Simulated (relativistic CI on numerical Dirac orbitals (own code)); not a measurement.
What each ingredient does to the levels of Re56+

Base calculation: Dirac-Coulomb-Breit CI, separate exchange-only KLI orbitals for each configuration, QED by a radiative potential, unscaled Slater integrals.

CI space (outside the closed core [Ne]): 3s2 3p6 3d, 3s2 3p5 3d2, 3s 3p6 3d2, 3s2 3p6 4s, 3s2 3p6 4p, 3s2 3p6 4d, 3s2 3p5 3d 4s, 3s2 3p6 4f, 3s2 3p5 3d 4p, 3s2 3p5 3d 4d, 3s 3p6 3d 4s, 3s2 3p5 3d 4f, 3p6 3d2 4p, 3s 3p6 3d 4p, 3s 3p6 3d 4d, 3s2 3p6 5s, 3s 3p6 3d 4f, 3s2 3p6 5p, 3s2 3p6 5d, 3s2 3p6 5f, 3s2 3p6 5g, 3p6 3d3, 3p5 3d4, 3p5 3d3 4s, 3p6 3d2 4s, 3p5 3d2 4s2, 3p6 3d2 4d, 3p5 3d3 4d, 3p5 3d2 4s 4d. Double excitations out of closed p, d and f shells are left out; levels of such configurations are missing from the list, as are those of other unlisted configurations, and high levels can miss mixing partners. These lack a partner that the ground configuration has and come out too high: 3s2 3p5 3d 4p, 3s2 3p5 3d 4f.

Variants: (1) valence Slater integrals scaled by 0.9; (2) only the first 3 configurations. Shifts of the energy above 3s2 3p6 3d 2D_3/2, in eV, for the lowest level and the first level of each name with at least 55 % of one term (blank where a level changes its place among those of its configuration and J or its character, or is not in the variant):

| Level | Base | Δ(1) | Δ(2) |
| --- | --- | --- | --- |
| 3s2 3p6 3d 2D_3/2 | 0.00 | 0.00 | 0.00 |
| 3s2 3p6 3d 2D_5/2 | 82.43 | +0.01 | +0.01 |
| 3s2 3p5 3d2 4D°_1/2 | 259.97 | +2.37 | -0.81 |
| 3s2 3p5 3d2 4G°_9/2 | 338.85 | +1.95 | -0.65 |
| 3s2 3p5 3d2 2H°_11/2 | 350.03 | +0.83 | -0.61 |
| 3s2 3p5 3d2 2G°_9/2 | 368.18 | -0.88 | -0.76 |
| 3s2 3p5 3d2 2F°_5/2 | 395.14 | -3.48 | -0.43 |
| 3s2 3p5 3d2 2P°_1/2 | 402.08 | -4.26 | -0.72 |
| 3s2 3p5 3d2 4G°_11/2 | 421.49 | +1.53 | -0.61 |
| 3s 3p6 3d2 4F_3/2 | 852.98 | +1.38 | -0.41 |
| 3s 3p6 3d2 4P_1/2 | 883.43 | -1.38 | -0.37 |
| 3s 3p6 3d2 4F_7/2 | 932.38 | +1.60 | -0.46 |
| 3s 3p6 3d2 4P_3/2 | 943.83 | +0.42 | -0.42 |
| 3s 3p6 3d2 2G_9/2 | 949.17 | -0.04 | -0.44 |
| 3s 3p6 3d2 2F_5/2 | 952.89 | -0.59 | -0.54 |
| 3s 3p6 3d2 2G_7/2 | 958.80 | -1.20 | -0.47 |
| 3s 3p6 3d2 2P_1/2 | 966.89 | -1.95 | -0.05 |
| 3s 3p6 3d2 4F_9/2 | 1017.96 | +0.87 | -0.45 |

At this charge energies of transitions that change n are usually good to better than 1 %, and those within a shell (Δn = 0) to a few per cent.

Ionisation energy from the two ground configurations alone: base 5527.83 eV. The NIST ASD value (theoretical) is 5528 eV.

LS names give the leading component of a level, which can be under half, so a name can repeat, a term be missing and a line seem to break the LS rules.
